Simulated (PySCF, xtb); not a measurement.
AlH3, SMILES [AlH3].

Harmonic wavenumbers (cm⁻¹) from GFN2-xTB (xtb) at its own minimum, in rising order: 765, 765, 767, 1734, 1763, 1763.

Question: What does ωB97X-D3(BJ)/def2-TZVPD (PySCF) give at its own minimum? (The exact figures need the calculation; the answer reports its results.)

Answer: 718, 803, 803, 1952, 1953, 1953. Paired by order, the mean absolute difference is 120 cm⁻¹ and the zero-point energies are 10.8 and 11.7 kcal/mol.
